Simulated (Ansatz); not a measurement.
Method: CAM-B3LYP-D3(BJ)/def2-TZVP in Ansatz (a first-principles code). No frequencies were computed at this level.

Ansatz 0.2 input:
```yaml
crystal:
  periodic: [false, false, false]
  atoms:
    - { symbol: B, position_ang: [-2.96512, 0.026043, -0.145073] }
    - { symbol: C, position_ang: [-1.772559, -0.83419, 0.2975] }
    - { symbol: C, position_ang: [-0.452282, -0.583418, 0.13364] }
    - { symbol: C, position_ang: [0.10455, 0.568424, -0.520051] }
    - { symbol: C, position_ang: [1.406726, 0.821325, -0.70386] }
    - { symbol: C, position_ang: [2.570389, -0.011829, -0.290946] }
    - { symbol: H, position_ang: [-4.049357, -0.394908, -0.000526] }
    - { symbol: H, position_ang: [-2.834766, 1.09045, -0.613058] }
    - { symbol: H, position_ang: [-1.994783, -1.768018, 0.807108] }
    - { symbol: H, position_ang: [0.26379, -1.302936, 0.516049] }
    - { symbol: H, position_ang: [-0.611659, 1.286406, -0.891288] }
    - { symbol: H, position_ang: [1.682017, 1.737204, -1.213267] }
    - { symbol: H, position_ang: [2.274518, -0.934494, 0.19779] }
    - { symbol: H, position_ang: [3.20407, 0.557109, 0.390616] }
    - { symbol: H, position_ang: [3.174454, -0.257174, -1.165246] }
basis:
  gaussian: { orbitals: def2-tzvp }
hamiltonian:
  xc: cam_b3lyp
  dispersion: d3bj
relax:
  max_steps: 150
```

Output:

```
Functional definition: CAM-B3LYP
1465 factors; their error is unknown
511 factors; integrals over basis functions are off by at most 9.5e-7 eV
mean field evaluation 1: about -5997.5315 eV, gradient 5.6e1 eV
mean field evaluation 2: about -5999.9717 eV, gradient 4.6e1 eV
mean field evaluation 4: about -6005.0705 eV, gradient 2.7e0 eV
mean field evaluation 8: about -6005.0855 eV, gradient 4.2e-2 eV
mean field evaluation 16: about -6005.0542 eV, gradient 2.8e-4 eV
mean field -6005.05415591 eV, -220.6816698577 hartree, gradient 3.5e-5 eV, S^2 0.000000; 0 other end points of the search recorded, 0 dependent functions left out
reference -6005.05430900 eV, -220.6816754838 hartree; 22, 22 occupied and 218, 218 virtual orbitals, 1465 factors
relax step   1: F+E_penalty+E_count = -6005.29348186 eV  Δ(F+E_penalty+E_count) = +0.000e0 eV  max|allowed force component| = 6.820e-1 eV/Å  Δτ_max = 0.0000 Å  (31 SCF iters, accepted)
these checks for a lower state are left out or cut short: starts, cluster_reference, orbital_swaps, neighbouring_geometries, increment
1465 factors; their error is unknown
511 factors; integrals over basis functions are off by at most 9.9e-7 eV
mean field -6005.07629160 eV, -220.6824833296 hartree, gradient 1.9e-5 eV, S^2 0.000000; 0 other end points of the search recorded, 0 dependent functions left out
reference -6005.07644472 eV, -220.6824889563 hartree; 22, 22 occupied and 218, 218 virtual orbitals, 1465 factors
relax step   2: F+E_penalty+E_count = -6005.31613151 eV  Δ(F+E_penalty+E_count) = -2.265e-2 eV  max|allowed force component| = 2.321e-1 eV/Å  Δτ_max = 0.0501 Å  (34 SCF iters, accepted)
these checks for a lower state are left out or cut short: starts, cluster_reference, orbital_swaps, neighbouring_geometries, increment
1465 factors; their error is unknown
511 factors; integrals over basis functions are off by at most 1.0e-6 eV
mean field evaluation 32: about -6005.0795 eV, gradient 1.9e-5 eV
mean field -6005.07951142 eV, -220.6826016554 hartree, gradient 1.9e-5 eV, S^2 0.000000; 0 other end points of the search recorded, 0 dependent functions left out
reference -6005.07966454 eV, -220.6826072827 hartree; 22, 22 occupied and 218, 218 virtual orbitals, 1465 factors
relax step   3: F+E_penalty+E_count = -6005.31946138 eV  Δ(F+E_penalty+E_count) = -3.330e-3 eV  max|allowed force component| = 6.811e-2 eV/Å  Δτ_max = 0.0415 Å  (34 SCF iters, accepted)
these checks for a lower state are left out or cut short: starts, cluster_reference, orbital_swaps, neighbouring_geometries, increment
1465 factors; their error is unknown
511 factors; integrals over basis functions are off by at most 1.0e-6 eV
mean field -6005.07917380 eV, -220.6825892483 hartree, gradient 2.4e-5 eV, S^2 0.000000; 0 other end points of the search recorded, 0 dependent functions left out
reference -6005.07932692 eV, -220.6825948755 hartree; 22, 22 occupied and 218, 218 virtual orbitals, 1465 factors
relax step   4: F+E_penalty+E_count = -6005.31920352 eV  Δ(F+E_penalty+E_count) = +2.579e-4 eV  max|allowed force component| = 6.361e-2 eV/Å  Δτ_max = 0.0872 Å  (34 SCF iters, rejected (line search))
these checks for a lower state are left out or cut short: starts, cluster_reference, orbital_swaps, neighbouring_geometries, increment
1465 factors; their error is unknown
511 factors; integrals over basis functions are off by at most 1.1e-6 eV
mean field -6005.08063895 eV, -220.6826430914 hartree, gradient 2.0e-5 eV, S^2 0.000000; 0 other end points of the search recorded, 0 dependent functions left out
reference -6005.08079205 eV, -220.6826487179 hartree; 22, 22 occupied and 218, 218 virtual orbitals, 1465 factors
relax step   5: F+E_penalty+E_count = -6005.32057628 eV  Δ(F+E_penalty+E_count) = -1.115e-3 eV  max|allowed force component| = 3.525e-2 eV/Å  Δτ_max = 0.0314 Å  (33 SCF iters, accepted)
these checks for a lower state are left out or cut short: starts, cluster_reference, orbital_swaps, neighbouring_geometries, increment
1465 factors; their error is unknown
511 factors; integrals over basis functions are off by at most 1.1e-6 eV
mean field -6005.08095999 eV, -220.6826548897 hartree, gradient 1.8e-5 eV, S^2 0.000000; 0 other end points of the search recorded, 0 dependent functions left out
reference -6005.08111303 eV, -220.6826605138 hartree; 22, 22 occupied and 218, 218 virtual orbitals, 1465 factors
relax step   6: F+E_penalty+E_count = -6005.32090057 eV  Δ(F+E_penalty+E_count) = -3.243e-4 eV  max|allowed force component| = 6.021e-3 eV/Å  Δτ_max = 0.0202 Å  (34 SCF iters, accepted)
these checks for a lower state are left out or cut short: starts, cluster_reference, orbital_swaps, neighbouring_geometries, increment
1465 factors; their error is unknown
511 factors; integrals over basis functions are off by at most 1.1e-6 eV
mean field -6005.08101734 eV, -220.6826569972 hartree, gradient 1.7e-5 eV, S^2 0.000000; 0 other end points of the search recorded, 0 dependent functions left out
reference -6005.08117037 eV, -220.6826626209 hartree; 22, 22 occupied and 218, 218 virtual orbitals, 1465 factors
relax step   7: F+E_penalty+E_count = -6005.32095212 eV  Δ(F+E_penalty+E_count) = -5.155e-5 eV  max|allowed force component| = 6.399e-3 eV/Å  Δτ_max = 0.0121 Å  (34 SCF iters, accepted)
these checks for a lower state are left out or cut short: starts, cluster_reference, orbital_swaps, neighbouring_geometries, increment
1465 factors; their error is unknown
511 factors; integrals over basis functions are off by at most 1.1e-6 eV
mean field evaluation 64: about -6005.0804 eV, gradient 6.2e-1 eV
mean field -6005.08100982 eV, -220.6826567207 hartree, gradient 1.7e-5 eV, S^2 0.000000; 0 other end points of the search recorded, 0 dependent functions left out
reference -6005.08116284 eV, -220.6826623441 hartree; 22, 22 occupied and 218, 218 virtual orbitals, 1465 factors
relax step   8: F+E_penalty+E_count = -6005.32094436 eV  Δ(F+E_penalty+E_count) = +7.762e-6 eV  max|allowed force component| = 2.442e-2 eV/Å  Δτ_max = 0.0141 Å  (34 SCF iters, rejected (line search))
these checks for a lower state are left out or cut short: starts, cluster_reference, orbital_swaps, neighbouring_geometries, increment
1465 factors; their error is unknown
511 factors; integrals over basis functions are off by at most 1.1e-6 eV
mean field -6005.08103544 eV, -220.6826576621 hartree, gradient 1.7e-5 eV, S^2 0.000000; 0 other end points of the search recorded, 0 dependent functions left out
reference -6005.08118846 eV, -220.6826632858 hartree; 22, 22 occupied and 218, 218 virtual orbitals, 1465 factors
relax step   9: F+E_penalty+E_count = -6005.32097088 eV  Δ(F+E_penalty+E_count) = -1.876e-5 eV  max|allowed force component| = 3.241e-3 eV/Å  Δτ_max = 0.0069 Å  (35 SCF iters, accepted)
1465 factors; their error is unknown
511 factors; integrals over basis functions are off by at most 1.1e-6 eV
mean field evaluation 96: about -6005.0810 eV, gradient 8.6e-3 eV
mean field -6005.08103544 eV, -220.6826576621 hartree, gradient 1.7e-5 eV, S^2 0.000000; 1 other end points of the search recorded, 0 dependent functions left out
reference -6005.08118846 eV, -220.6826632858 hartree; 22, 22 occupied and 218, 218 virtual orbitals, 1465 factors
Total energy: -6005.32112391 eV, -220.6914807509 hartree
Atom 0 at    -2.938718     0.013576    -0.140042 Å, force    -0.002199    -0.002155    -0.001648 eV/Å
Atom 1 at    -1.769609    -0.862737     0.298511 Å, force     0.002098     0.002030     0.000583 eV/Å
Atom 2 at    -0.459778    -0.587546     0.117653 Å, force    -0.000599    -0.001526     0.000579 eV/Å
Atom 3 at     0.092569     0.585216    -0.523290 Å, force     0.003241    -0.000034    -0.000016 eV/Å
Atom 4 at     1.393743     0.830236    -0.694011 Å, force    -0.001929     0.001560    -0.000495 eV/Å
Atom 5 at     2.554594    -0.009590    -0.283646 Å, force     0.000127     0.000142    -0.000002 eV/Å
Atom 6 at    -4.059166    -0.336663     0.070842 Å, force     0.000744     0.000850     0.001309 eV/Å
Atom 7 at    -2.774131     1.054465    -0.696560 Å, force     0.000766     0.000932    -0.000146 eV/Å
Atom 8 at    -1.980494    -1.800459     0.804258 Å, force    -0.000700    -0.001220     0.000569 eV/Å
Atom 9 at     0.264700    -1.308465     0.483518 Å, force    -0.001004    -0.000383    -0.000648 eV/Å
Atom 10 at    -0.615219     1.315457    -0.890527 Å, force    -0.000614    -0.000142    -0.000497 eV/Å
Atom 11 at     1.657323     1.756215    -1.195396 Å, force     0.000516    -0.000315    -0.000301 eV/Å
Atom 12 at     2.269116    -0.927703     0.222892 Å, force    -0.000186     0.000175    -0.000813 eV/Å
Atom 13 at     3.211218     0.554861     0.382331 Å, force     0.000203    -0.000601     0.000354 eV/Å
Atom 14 at     3.153838    -0.276869    -1.157145 Å, force    -0.000463     0.000685     0.001173 eV/Å
Dipole moment:     0.534137    -0.023792    -0.002403 e Å
```

Cost: very roughly 4 core-minutes.
